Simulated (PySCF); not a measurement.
C₂H₈FNSi₂, SMILES F[Si@H]1[Si@H](CN1)C.

The structure is a stationary point at TPSSh-D3(BJ)/def2-SVP. The structure was generated by enumeration; whether it is a known compound was not checked.

Level of theory: PBE0/def2-TZVP (PySCF).

Gas-phase values at a fixed geometry.

Computed frontier levels, gap, dipole moment and polarisability:
The highest occupied level is -7.13 eV and the lowest empty level is 0.08 eV. The orbital gap is 7.21 eV and the dipole moment comes out as 1.95 D. The quadrupole, principal values (traceless, Buckingham form, about the centre of nuclear charge) is -8.45, 0.64, 7.81 D·Å and the mean static polarisability is 82.1 bohr³ (12.16 Å³). The polarisability, principal values comes out as 70.4, 80.9, 94.9 bohr³.
